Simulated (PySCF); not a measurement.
Vertical excitations of a molecule CH7NSi3 from TDA-PBE/def2-SVPD in PySCF, as energy in eV (oscillator strength): 3.48 (0.001), 4.11 (0.004), 4.32 (0.004), 4.51 (0.002), 4.84 (0.002), 5.08 (0.003), 5.31 (0.005), 5.47 (0.001), 5.56 (0.080), 5.75 (0.027). Lowest triplet (TDA): 2.75 eV. The structure is a stationary point at B3LYP-D3(BJ)/def2-SVP. The values are those of a single conformer.

Task: Identify the compound among the candidates.
A. [SiH3][Si@@H]1C=N[SiH2]1
B. [SiH3][Si@H]1N=C[SiH2]1
C. [SiH3]C1=N[SiH2][SiH2]1
D. C1=N[SiH2][SiH2][SiH2]1

Result: B, [SiH3][Si@H]1N=C[SiH2]1
